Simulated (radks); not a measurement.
All-electron atom: the tin ion Sn+ in [Kr] 4d(3/2: 4, 5/2: 5) 5s2 5p(1/2: 2, 3/2: 0) (not the ground configuration).

All-electron calculation, Dirac Kohn-Sham, relativistic LDA (MacDonald-Vosko exchange, VWN5 correlation), spin-unpolarised, spherical densities, finite nucleus; Fermi nuclear charge, rms radius 4.6519 fm. Program: a radial shooting solver on a logarithmic mesh with Libxc functionals.

Energy parts (eV):
total: -167729.647
kinetic: 176116.025
electron-nucleus: -406392.766
Hartree: 66645.525
exchange-correlation: -4098.431

Orbitals (lengths in bohr, moments of r in powers of bohr):
orbital,occ.,eigenvalue (eV),<r>,<1/r>,<r^4>
1s1/2,2,-28841.83,0.02916,52.88,3.454e-06
2s1/2,2,-4372.662,0.1255,12.27,0.0005981
2p1/2,2,-4091.487,0.1060,12.26,0.0003843
2p3/2,4,-3862.997,0.1114,11.42,0.0004512
3s1/2,2,-856.4536,0.3402,4.337,0.02682
3p1/2,2,-741.2523,0.3306,4.251,0.02593
3p3/2,4,-699.4893,0.3419,4.044,0.02941
3d3/2,4,-494.1423,0.3128,3.895,0.02502
3d5/2,6,-485.4757,0.3164,3.842,0.02603
4s1/2,2,-148.0300,0.8161,1.716,0.8452
4p1/2,2,-109.3396,0.8602,1.603,1.104
4p3/2,4,-101.6175,0.8894,1.536,1.264
4d3/2,4,-40.3778,1.061,1.259,3.161
4d5/2,5,-39.2726,1.074,1.242,3.329
5s1/2,2,-20.1892,2.206,0.5890,46.39
5p1/2,2,-12.3714,2.648,0.4850,102.1
5p3/2,0,-11.6697,2.747,0.4656,117.8

The highest occupied level is 5p1/2 at -12.371 eV. The electron density at the nucleus is 1.89e+05 e/bohr^3. The density falls to 0.001 e/bohr^3 at r = 4.28 bohr.
